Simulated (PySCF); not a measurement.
A calculated (M06-2X, PySCF 2.14, aug-cc-pwCVDZ, no relativity, point nucleus) atom or ion has these occupied shells.

| shell | electrons | orbital energy (eV) | rms radius, mean of both spins (bohr) |
| --- | --- | --- | --- |
| 1s α | 1 | -404.50 | 0.266 |
| 1s β | 1 | -403.42 | 0.266 |
| 2s α | 1 | -24.992 | 1.49 |
| 2s β | 1 | -18.745 | 1.49 |
| 2p α | 3 | -11.693 | 1.61 |

Name the element and its charge.

N (nitrogen, neutral), in [He] 2s2 2p3, high-spin 4S determinant.
